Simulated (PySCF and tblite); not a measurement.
Results of a calculation; reference values are marked as such.
C7H12F2O, numbered as in [CH3:1][C:2](=[O:3])[C:4]([F:5])([F:6])[CH2:7][CH:8]([CH3:9])[CH3:10].

Conformers came from 150 starts (ETKDG and KDG, MMFF94s, GFN2-xTB); geometries are GFN2-xTB. Free energies are PBE0-D3(BJ)/def2-SVP single points with GFN2-xTB rigid-rotor and vibrational terms (modes under about 100 cm⁻¹ blended into free rotors). Symmetry numbers and mirror images are counted. Conformers within 3 kcal/mol (GFN2-xTB free energy) were kept, 10 at most. Run with PySCF (density fitting) and tblite.

Rotational constants are equilibrium values for the commonest isotopes; dipoles come from the energy level named.

Torsions listed: O3–C2–C4–F5, F5–C4–C7–C8, C4–C7–C8–C9. Of a mirror pair one member is shown.

```tsv
conformer	shape	symmetry
1	-131°, -73°, 71°	C1 (pair)
2	-97°, 174°, 65°	C1 (pair)
3	-94°, -157°, 178°	C1 (pair)
4	-133°, -76°, -77°	C1 (pair)
5	-93°, -162°, -48°	C1 (pair)
6	144°, 165°, 62°	C1 (pair)
```

Not shown: 1 more, 0.2 % in all.

**Question.** Give the rotational constants and dipole components, as needed to look for these species in a jet-cooled rotational spectrum.

**Answer.** 
```csv
conformer,A (MHz),B (MHz),C (MHz),abs μa (D),abs μb (D),abs μc (D),κ,Ic−Ia−Ib (u Å²)
1,2368,808,705,0.01,0.65,0.02,-0.88,-122.6
2,1886,896,846,0.30,0.25,1.10,-0.90,-234.8
3,1927,940,828,0.50,0.24,1.29,-0.79,-189.0
4,2313,869,791,0.04,0.69,0.01,-0.90,-161.1
5,1823,1043,903,0.72,0.25,1.16,-0.70,-202.5
6,1734,938,904,0.87,0.13,2.84,-0.92,-270.9
```

**Question.** Which type of transition is strongest for conformer 1?

**Answer.** b-type, since that component is clearly the largest; the top is near-prolate.


Conformer gaps in def2-SVP on xTB geometries can be 2 kcal/mol too large for S=O, P=O and other polar bonds.